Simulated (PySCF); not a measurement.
Simulated C 1s region for `C=CC1CP(C2CC2)C1`, binding energy against the vacuum level.

Every computed line was given a Gaussian of 0.5 eV full width at half maximum and an area set by the number of equivalent atoms; the highest printed point is 100. Level of theory: delta-SCF UKS SCAN, pcX-2 on the ionised atom, pcseg-1 elsewhere, spin-free X2C in PySCF 2.14.0.

binding energy (eV), intensity and a bar:
```
    289.2          0 
    289.3          1 
    289.4          3 #
    289.5          9 ###
    289.6         20 ######
    289.7         38 ###########
    289.8         60 ##################
    289.9         78 #######################
    290.0         88 ##########################
    290.1         93 ############################
    290.2         95 #############################
    290.3         99 ##############################
    290.4        100 ##############################
    290.5         94 ############################
    290.6         77 #######################
    290.7         55 #################
    290.8         33 ##########
    290.9         17 #####
    291.0          7 ##
    291.1          2 #
    291.2          1 
    291.3          0
```

Task: Count the maxima, the lines and the sites behind this envelope.

Result: The curve has 1 maximum (at 290.4 eV). Under it lie 6 lines from 6 inequivalent carbon sites. At this width some lines have no maximum of their own.

Task: Decompose the envelope and assign each component. Numbering: `[CH2:1]=[CH:2][CH:3]1[CH2:4][P:5]([CH:6]2[CH2:7][CH2:8]2)[CH2:9]1`.

Result: 
```csv
position (eV),relative area,line,atoms,environment
289.91,2,C 1s,C4/C9,sp3 carbon bound to phosphorus
289.98,1,C 1s,C1,terminal =CH2 carbon
290.23,1,C 1s,C6,sp3 carbon bound to phosphorus
290.32,1,C 1s,C2,alkene CH carbon
290.49,2,C 1s,C7/C8,three-membered-ring carbon
290.61,1,C 1s,C3,allylic carbon
```

Task: What are the centre and the root-mean-square width of the whole band?

Result: The area-weighted mean of the lines is 290.24 eV. Their own spread about it is 0.26 eV (rms) and each Gaussian has σ = 0.5/2.355 = 0.21 eV; the variances add, which gives 0.34 eV.

The listed C 1s values span 0.70 eV, from C4/C9 (bonded to C, 2 H and P) to C3 (bonded to 3 C and H). The widest gap between neighbouring values is 0.25 eV, between 289.98 and 290.23 eV.

The curve has no shake-up lines and no vibrational structure. The first atom of each set that the bonding makes equivalent was ionised and stands for the set. The structure is a single PBE0-D3(BJ)/def2-SVP conformer in the gas phase; no vibrational or solvent corrections.

The values belong to the conformer `[CH2:1]=[CH:2][CH:3]1[CH2:4][P:5]([CH:6]2[CH2:7][CH2:8]2)[CH2:9]1`: C1–C2–C3–C4 -123°, C4–P5–C6–C7 -107°.
